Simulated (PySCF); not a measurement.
C6H4F2.
SMILES with atom numbers: `[F:1][c:2]1[cH:3][cH:4][c:5]([F:6])[cH:7][cH:8]1` (hydrogens: H9 on C3; H10 on C4; H11 on C7; H12 on C8)

The same species was optimised twice, with GFN2-xTB and with PBE0-D3(BJ)/def2-SVP (PySCF), and the same property calculations (PySCF, gas phase) were run on both structures.

| coordinate | GFN2-xTB | PBE0-D3(BJ)/def2-SVP | change |
| --- | --- | --- | --- |
| C5–F6 (Å) | 1.347 | 1.333 | -0.014 |
| F1–C2 (Å) | 1.347 | 1.333 | -0.014 |
| C3–C4 (Å) | 1.383 | 1.393 | +0.010 |
| C7–C8 (Å) | 1.383 | 1.393 | +0.010 |
| C4–C5 (Å) | 1.384 | 1.390 | +0.006 |
| C5–C7 (Å) | 1.384 | 1.390 | +0.006 |
| C2–C3 (Å) | 1.384 | 1.390 | +0.006 |
| C2–C8 (Å) | 1.384 | 1.390 | +0.006 |
| C3–C2–C8 (°) | 122.2 | 121.4 | -0.8 |
| C4–C5–C7 (°) | 122.2 | 121.5 | -0.7 |
| C2–C8–C7 (°) | 118.9 | 119.4 | +0.5 |
| F1–C2–C3 (°) | 118.9 | 119.3 | +0.4 |
| F1–C2–C8 (°) | 118.9 | 119.3 | +0.4 |
| F6–C5–C7 (°) | 118.9 | 119.3 | +0.4 |
| C3–C4–C5 (°) | 118.9 | 119.3 | +0.4 |
| C2–C3–C4 (°) | 118.9 | 119.2 | +0.3 |

Rotational constants: A = 5690, B = 1434, C = 1146 MHz (GFN2-xTB) against A = 5668, B = 1428, C = 1141 MHz (PBE0-D3(BJ)/def2-SVP). Point groups within 0.08 Å: D2h and D2h.

On the GFN2-xTB structure: HOMO (eV) -7.23 [PBE0/pcSseg-1]; LUMO (eV) -0.86 [PBE0/pcSseg-1]; GIAO shielding of F1/F6 (mean) (ppm) 293.5 [PBE0/pcSseg-1]; GIAO shielding of C2/C5 (mean) (ppm) 18.6 [PBE0/pcSseg-1]; GIAO shielding of C3/C4/C7/C8 (mean) (ppm) 64.3 [PBE0/pcSseg-1].

**Question.** What do these properties become on the PBE0-D3(BJ)/def2-SVP structure?

**Answer.** 
| property | level | on GFN2-xTB | on PBE0-D3(BJ)/def2-SVP | change |
| --- | --- | --- | --- | --- |
| HOMO (eV) | PBE0/pcSseg-1 | -7.23 | -7.18 | +0.05 |
| LUMO (eV) | PBE0/pcSseg-1 | -0.86 | -0.87 | -0.01 |
| energy, GFN2-xTB geometry as zero (kcal/mol) | PBE0/pcSseg-1 | 0.0 | 0.0 | 0.0 |
| GIAO shielding of F1/F6 (mean) (ppm) | PBE0/pcSseg-1 | 293.5 | 295.7 | +2.2 |
| GIAO shielding of C2/C5 (mean) (ppm) | PBE0/pcSseg-1 | 18.6 | 18.6 | 0.0 |
| GIAO shielding of C3/C4/C7/C8 (mean) (ppm) | PBE0/pcSseg-1 | 64.3 | 62.6 | -1.7 |

The heavy atoms differ by 0.008 Å rms after alignment. Among bonds between heavy atoms F1–C2 and C5–F6 change most and about equally (-0.014 Å). Changes are differences of the printed values. Neither structure is proved a minimum here.
